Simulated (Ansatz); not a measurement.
`O=CCCl` + HBr → `O=CCBr` + HCl at 400 K and 1 bar (substitution at a C–Cl bond).

Gas-phase electronic energies from Ansatz, PBE0-D4/def2-TZVP geometries. CBS: MP2 limit from def2 TZ/QZ plus the TZ coupled-cluster correction, frozen cores. This one scheme is used for every species. For Br outer-core shells are correlated without core-valence functions, which leaves a few kJ/mol of doubt a bond. Scalar relativity is left out up to krypton. One conformer a species, not always the lowest.

| species | CCSD(T)/CBS energy (Eh) | H − E (kJ/mol) | S (J/(mol·K)) |
| --- | --- | --- | --- |
| `O=CCCl` | -612.83844 | 146.1 | 320.7 |
| HBr | -2573.91920 | 27.6 | 207.2 |
| `O=CCBr` | -2726.38076 | 145.5 | 329.0 |
| HCl | -460.38127 | 29.6 | 195.4 |

H − E and S are ideal-gas, rigid-rotor, harmonic terms from PBE0-D4/def2-TZVP, for one conformer and one mirror image of each species. 1 Eh = 2625.50 kJ/mol, R = 8.31446 J/(mol·K).

Task: By hand: ΔE, ΔH, ΔS and ΔG.

Result: ΔE = (-2726.38076) + (-460.38127) − (-612.83844) − (-2573.91920) = -0.00439 Eh = -11.5 kJ/mol. Δ(H − E) = 145.5 + 29.6 − 146.1 − 27.6 = 1.4, so ΔH = -10.1 kJ/mol. ΔS = 329.0 + 195.4 − 320.7 − 207.2 = -3.5 J/(mol·K). ΔG = -10.1 − 400 × (-3.5)/1000 = -8.7 kJ/mol.

Task: By hand: the equilibrium constant, and the temperature at which ΔG would vanish if ΔH and ΔS stayed fixed.

Result: log₁₀ K = −ΔG/(RT ln 10) = 1.1. ΔG = 0 at ΔH/ΔS = 2886 K, far beyond where these terms or the molecules hold.

The number of gas molecules stays the same, so ΔS is small and ΔH decides. A doubt of 5 kJ/mol in ΔE shifts log₁₀ K by 0.7 here. Other conformers and mirror images would add mixing entropy, several J/(mol·K) or more a flexible species. Modes under 60 cm⁻¹, often nearly free rotors, make the harmonic entropy too high. These are equilibria of isolated gas molecules and say nothing of rates. Largest T1 diagnostic: 0.013 (customary marks: 0.02 for closed shells, 0.045 for open ones).
